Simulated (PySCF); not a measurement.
**Dipole response of Xe⁺ (xenon, charge +1)**

[Kr] 4d10 5s2 5p5, 2P determinant. Computed with PySCF 2.14 in aug-cc-pVTZ-DK3 (8s7p5d2f, 68 functions), with scalar relativity by spin-free X2C-1e. Coupled (time-dependent) response in atomic units; α is the mean over directions.

```json
{"method": "UHF", "mean α (bohr³)": "17.83", "α xx, yy, zz": "17.33, 18.08, 18.08", "C₆ (like pair)": "151.6", "S(−4)": "50.23"}
{"method": "PBE", "mean α (bohr³)": "18.46", "α xx, yy, zz": "17.69, 18.85, 18.85", "C₆ (like pair)": "157.8", "S(−4)": "56.17"}
{"method": "PBE0", "mean α (bohr³)": "18.11", "α xx, yy, zz": "17.44, 18.44, 18.44", "C₆ (like pair)": "154.1", "S(−4)": "52.97"}
```

S(−4) is the Cauchy moment in α(ω) = α(0) + S(−4) ω² + …

Spin-orbit coupling is absent.

α(iu) at PBE0:

| u (hartree) | α(iu) (bohr³) |
| --- | --- |
| 0 | 18.11 |
| 0.0500 | 17.97 |
| 0.100 | 17.59 |
| 0.200 | 16.24 |
| 0.300 | 14.44 |
| 0.500 | 10.80 |
| 0.750 | 7.415 |
| 1.00 | 5.269 |
| 1.50 | 3.015 |
| 2.00 | 1.964 |
| 3.00 | 1.049 |
| 5.00 | 0.4560 |

A single London oscillator, α(iu) = α/(1 + u²/ω²), gives C₆ = (3/4) ω α². Matching the computed C₆ needs ω = 4 × 154.1 / (3 × 18.11²) = 0.626 hartree.

For an ion, C₆ is the dispersion term alone; charge-induced terms of lower order in 1/R come first.

The components differ because the open shell of this determinant is not spherical; for a pure term their mean is the scalar polarisability.
